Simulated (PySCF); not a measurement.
**BPb at M06-2X**

Level: M06-2X. PySCF, scalar-relativistic core potentials, basis sets B def2-SVPD, Pb def2-SVPD with ECP60.

```
state                                           : ⁴Σ⁻ (quartet), unpaired electrons σ ↑, π ↑↑
bond length                                     : 2.258 Å
harmonic wavenumber                             : 499 cm⁻¹
force constant                                  : 1.53 mdyn/Å
rotational constant Be                          : 0.3161 cm⁻¹
anharmonicity ωexe                              : 2.93 cm⁻¹
vibration–rotation constant αe                  : 0.00254 cm⁻¹
well depth De to B + Pb                         : 2.23 eV
dissociation energy D0                          : 2.20 eV
bond order (Mayer)                              : 1.74
dipole moment (positive dipole means B(−)Pb(+)) : 1.80 D
```

These are scalar-relativistic numbers at best; spin–orbit coupling would shift them, the dissociation energy most. The state was picked by a PBE0 search and need not be the measured ground state.
